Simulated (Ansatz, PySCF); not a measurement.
thionyl fluoride (F2OS), singlet, at a GFN2-xTB geometry, with bond 4-2 at 1.8 times its length. Base run: CASSCF(4,4)/def2-SVP (PySCF).

The PySCF input:
```python
from pyscf import gto, scf, mcscf
import numpy

mol = gto.Mole()
mol.atom = '''
    O     1.37207111   -0.13977988   -0.35265342
    S     0.19542235   -0.00076459    0.41128400
    F    -0.67460128    1.25689128   -0.25838311
    F    -1.76272088   -2.03569812   -0.61580091
'''
mol.basis = 'def2-svp'
mol.verbose = 4
mol.build()

mf = scf.RHF(mol)
mf.kernel()
mc = mcscf.CASSCF(mf, 4, 4)
mc.fix_spin_(ss=0.0)
mc.kernel()
occ = numpy.linalg.eigvalsh(mc.fcisolver.make_rdm1(mc.ci, mc.ncas, mc.nelecas))[::-1]
ss = mc.fcisolver.spin_square(mc.ci, mc.ncas, mc.nelecas)[0]
print('natural occupations', occ.round(4), ' <S^2>', round(ss, 4))
```

Programs used: Ansatz (a quantum-chemistry and plane-wave program), PySCF; a row that names a program was run with it.

Variants of this job, named by their change:

| change | ΔE vs base (mEh) | natural occupations | <S^2> of the state | outcome |
|---|---|---|---|---|
| base | 0.000 | 1.99 1.28 0.72 0.01 | 0.00 | converged |
| conv_tol = 1e-5 | 0.365 | 1.99 1.29 0.72 0.01 | 0.00 | converged |
| code = ansatz; correction = SC-NEVPT2, all electrons | -649.0 | - | - | converged |
| start = MP2 natural orbitals | -5.373 | 1.99 1.26 0.74 0.01 | 0.00 | converged |
| fix_spin_ = off | 0.000 | 1.99 1.28 0.72 0.01 | 0.00 | converged |
| orbitals = fixed (CASCI) | 66.479 | 2.00 1.42 0.58 0.00 | 0.00 | converged |
| active space = 8 electrons, 6 orbitals | - | - | - | not converged |
| solver = newton | 0.002 | 1.99 1.28 0.72 0.01 | 0.00 | converged |
| active space = 10 electrons, 9 orbitals | -99.919 | 2.00 1.97 1.97 1.97 1.28 0.74 0.04 0.03 0.02 | 0.00 | converged |
| active space = 2 electrons, 3 orbitals | 12.048 | 1.26 0.74 0.00 | 0.00 | converged |
| active space = 10 electrons, 8 orbitals | - | - | - | not converged |

Active orbitals are taken around the Fermi level unless the row says otherwise; CASSCF can end in different local minima, and two programs can end on different orbitals. State-averaged rows give the lowest state.

Ansatz warned in this series: other orbitals give a lower active-space energy.
